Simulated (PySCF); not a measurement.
B2Cl4, charge +1, doublet, geometry from GFN2-xTB (a state made from the parent by changing its charge; the spin is typed, not shown lowest); MP2/STO-3G run with PySCF.

Input for PySCF:
```python
from pyscf import gto, scf, mp

mol = gto.M(
    atom='''
Cl   -1.61661384   -1.23096321    0.93274935
B    -0.92672809   -0.08648054   -0.07001120
Cl   -1.65821554    0.92536222   -1.18015171
B     0.92672809    0.08648054    0.07001120
Cl    1.81616846   -0.89455649   -0.94870065
Cl    1.45866093    1.20015748    1.19610301
''',
    basis='sto-3g',
    charge=1,
    spin=1,
    verbose=4,
)

mf = scf.UHF(mol)
mf.kernel()

pt = mp.MP2(mf)
pt.kernel()
print('E(MP2) = %.10f' % pt.e_tot)
mf.analyze()
```

The log (banner, timings and long lists left out):

```
PySCF version 2.14.0

[INPUT] verbose = 4
[INPUT] num. atoms = 6
[INPUT] num. electrons = 77
[INPUT] charge = 1
[INPUT] spin (= nelec alpha-beta = 2S) = 1
[INPUT] symmetry False subgroup None
[INPUT] Mole.unit = angstrom
[INPUT] Symbol           X                Y                Z      unit          X                Y                Z       unit  Magmom
[...]
nuclear repulsion = 431.923449711409
number of shells = 26
number of NR pGTOs = 138
number of NR cGTOs = 46
basis = sto-3g
ecp = {}

******** <class 'pyscf.scf.uhf.UHF'> ********
method = UHF
initial guess = minao
damping factor = 0
level_shift factor = 0
DIIS = <class 'pyscf.scf.diis.CDIIS'>
diis_start_cycle = 1
diis_space = 8
diis_damp = 0
SCF conv_tol = 1e-09
SCF conv_tol_grad = None
SCF max_cycles = 50
direct_scf = True
direct_scf_tol = 1e-13
number electrons alpha = 39  beta = 38
Set gradient conv threshold to 3.16228e-05
init E= -1867.2127316623

cycle= 1 E= -1866.62637742171  delta_E= 0.586  |g|= 0.512  |ddm|=  2.4
cycle= 2 E= -1866.78999428568  delta_E= -0.164  |g|= 0.311  |ddm|= 1.35
cycle= 3 E= -1866.85774884851  delta_E= -0.0678  |g|= 0.0286  |ddm|= 0.48
cycle= 4 E= -1866.85890961327  delta_E= -0.00116  |g|= 0.00345  |ddm|= 0.0943
cycle= 5 E= -1866.85893109172  delta_E= -2.15e-05  |g|= 0.00124  |ddm|= 0.0113
cycle= 6 E= -1866.85893451945  delta_E= -3.43e-06  |g|= 0.000342  |ddm|= 0.00535
cycle= 7 E= -1866.85893477357  delta_E= -2.54e-07  |g|= 7.14e-05  |ddm|= 0.00164
cycle= 8 E= -1866.85893478541  delta_E= -1.18e-08  |g|= 2.04e-05  |ddm|= 0.000285
cycle= 9 E= -1866.85893478669  delta_E= -1.28e-09  |g|= 5.68e-06  |ddm|= 9.53e-05
cycle= 10 E= -1866.8589347868  delta_E= -1.18e-10  |g|= 1.68e-06  |ddm|= 2.86e-05
Extra cycle  E= -1866.85893478681  delta_E= -5.46e-12  |g|= 9.79e-07  |ddm|= 4.13e-06
converged SCF energy = -1866.85893478681  <S^2> = 0.75531542  2S+1 = 2.0053084

******** <class 'pyscf.mp.ump2.UMP2'> ********
nocc = (np.int64(39), np.int64(38)), nmo = (46, 46)
E(UMP2) = -1866.99489204925  E_corr = -0.135957262444388
E(SCS-UMP2) = -1866.99083258969  E_corr = -0.13189780287577
E_corr(same-spin) = -0.0360587446817255
E_corr(oppo-spin) = -0.0998985177626625
E(MP2) = -1866.9948920493
**** SCF Summaries ****
Total Energy =                       -1866.858934786810096
Nuclear Repulsion Energy =             431.923449711409489
One-electron Energy =                -3422.521668522934306
Two-electron Energy =                 1123.739284024714607
Two-electron Coulomb Energy =         1241.333200512628764
DFT Exchange-Correlation Energy =     -117.593916487914157
**** MO energy ****
                             alpha | beta                alpha | beta
[...]
To work with the spin densities directly, `use mulliken_meta_spin()` only printing them here.

 ** Mulliken spin pop alpha/beta on meta-lowdin orthogonal AOs **
 ** Mulliken Spin Density (per AO)  **
spin_pop of  0 Cl 1s        0.00000
spin_pop of  0 Cl 2s        0.00000
spin_pop of  0 Cl 3s       -0.00004
spin_pop of  0 Cl 2px       0.00002
spin_pop of  0 Cl 2py       0.00000
spin_pop of  0 Cl 2pz      -0.00000
spin_pop of  0 Cl 3px       0.14642
spin_pop of  0 Cl 3py      -0.00048
spin_pop of  0 Cl 3pz      -0.00618
spin_pop of  1 B 1s       -0.00000
spin_pop of  1 B 2s        0.03341
spin_pop of  1 B 2px       0.19564
spin_pop of  1 B 2py      -0.00416
spin_pop of  1 B 2pz      -0.00435
spin_pop of  2 Cl 1s        0.00000
spin_pop of  2 Cl 2s        0.00000
spin_pop of  2 Cl 3s       -0.00004
spin_pop of  2 Cl 2px       0.00002
spin_pop of  2 Cl 2py      -0.00000
spin_pop of  2 Cl 2pz       0.00000
spin_pop of  2 Cl 3px       0.14765
spin_pop of  2 Cl 3py      -0.00642
spin_pop of  2 Cl 3pz      -0.00147
spin_pop of  3 B 1s       -0.00000
spin_pop of  3 B 2s        0.03341
spin_pop of  3 B 2px       0.19538
spin_pop of  3 B 2py      -0.00362
spin_pop of  3 B 2pz      -0.00463
spin_pop of  4 Cl 1s        0.00000
spin_pop of  4 Cl 2s        0.00000
spin_pop of  4 Cl 3s       -0.00004
spin_pop of  4 Cl 2px       0.00002
spin_pop of  4 Cl 2py      -0.00000
spin_pop of  4 Cl 2pz      -0.00000
spin_pop of  4 Cl 3px       0.15226
spin_pop of  4 Cl 3py      -0.00623
spin_pop of  4 Cl 3pz      -0.00627
spin_pop of  5 Cl 1s        0.00000
spin_pop of  5 Cl 2s        0.00000
spin_pop of  5 Cl 3s       -0.00004
spin_pop of  5 Cl 2px       0.00002
spin_pop of  5 Cl 2py       0.00000
spin_pop of  5 Cl 2pz       0.00000
spin_pop of  5 Cl 3px       0.14171
spin_pop of  5 Cl 3py      -0.00046
spin_pop of  5 Cl 3pz      -0.00149
 ** Mulliken Spin Density (per atom)  **
spin density of  0 Cl =      0.13973
spin density of  1 B =      0.22053
spin density of  2 Cl =      0.13973
spin density of  3 B =      0.22053
spin density of  4 Cl =      0.13973
spin density of  5 Cl =      0.13973
 ** Mulliken pop alpha/beta on meta-lowdin orthogonal AOs **
 ** Mulliken pop       alpha | beta **
In total            39.00000 | 38.00000
 ** Mulliken atomic charges   ( Nelec_alpha | Nelec_beta ) **
charge of  0Cl =      0.15523  (     8.49225      8.35252 )
charge of  1B =      0.18954  (     2.51550      2.29497 )
charge of  2Cl =      0.15523  (     8.49225      8.35252 )
charge of  3B =      0.18954  (     2.51550      2.29497 )
charge of  4Cl =      0.15523  (     8.49225      8.35252 )
charge of  5Cl =      0.15523  (     8.49225      8.35252 )

WARN: System has nonzero charge 1; the dipole moment is origin-dependent.
Location of origin: [0. 0. 0.]

Dipole moment(X, Y, Z, Debye): -0.00000,  0.00000, -0.00000
```
